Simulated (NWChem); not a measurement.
Species: RbI; SMILES [Rb][I]

All runs: NWChem. Geometry: optimised at PBE0/def2-SVP. def2 effective core potentials on Rb, I; no spin-orbit coupling. Level BLYP/def2-SVP: energy and gradient; each run changes one setting, and changes count from the defaults (medium grid, exact Coulomb integrals, symmetry on).

```
setting                       size of the energy change (μHa)  largest change of a gradient component (μHa/bohr)
----------------------------  -------------------------------  -------------------------------------------------
defaults                                                 < 10                                               < 30
Becke weights                                              10                                                 30
Coulomb fitting, Weigend set                               10                                               < 30
coarse grid                                              < 10                                               < 30
```
